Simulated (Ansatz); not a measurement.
The cluster Li8S4, relaxed as a singlet with RKS PBE0-D4/def2-SVP in Ansatz, starting from the GFN1-xTB geometry. Force threshold 0.02 eV/Å.

Another isomer (singlet) lies 1.44 eV lower at PBE0-D4/def2-TZVP; other spin states weren't run for this one.

Start:

```xyz
12

Li    1.0890    0.1822    0.5821
Li    2.3818   -0.3055   -1.5019
Li    1.1188   -2.1422    1.4967
Li   -2.3916    0.2781    1.4963
Li   -1.1190    2.1267   -1.4947
Li   -1.1231   -0.2163   -0.6083
Li    4.6428   -2.5654    0.3021
Li   -4.5727    2.6827   -0.2520
S    -2.9502    1.4903   -0.3283
S    -0.6835   -1.0020    1.5645
S     2.9525   -1.4714    0.3520
S     0.6551    0.9427   -1.6087
```

```
        step  energy (eV)  largest force component (eV/Å)  SCF passes
           1  -44960.8847                           0.893          16
           2  -44961.0613                           0.322          18
           3  -44961.1290                           0.158          19
           4  -44961.1836                           0.114          17
           5  -44961.2163                           0.165          17
           6  -44961.2512                           0.079          19
           7  -44961.2670                           0.204          18
8 (rejected)  -44961.2501                           0.344          19
           9  -44961.2795                           0.066          19
          10  -44961.2843                           0.031          19
          11  -44961.2849                           0.073          19
          12  -44961.2860                           0.019          13
```

Force components are those of the run's own axes.

End:

Cartesian coordinates in Å:
```
Li 1.208 -0.013 0.497
Li 2.051 -0.722 -1.887
Li 0.813 -2.545 1.072
Li -2.046 0.719 1.885
Li -0.810 2.540 -1.071
Li -1.212 0.008 -0.502
Li 4.605 -1.735 0.856
Li -4.610 1.755 -0.846
S -2.718 1.954 0.067
S -0.667 -0.985 1.589
S 2.720 -1.954 -0.066
S 0.665 0.976 -1.595
```

By distances, no bond broke or formed. The bond that changes most is Li8–S9, from 2.01 to 2.11 Å (atoms count from 1).

No frequencies were taken in this run, so the end may be a saddle point.

Hardware: 4 threads of Intel Xeon Platinum 8259CL on a shared host. Wall time 53 s.
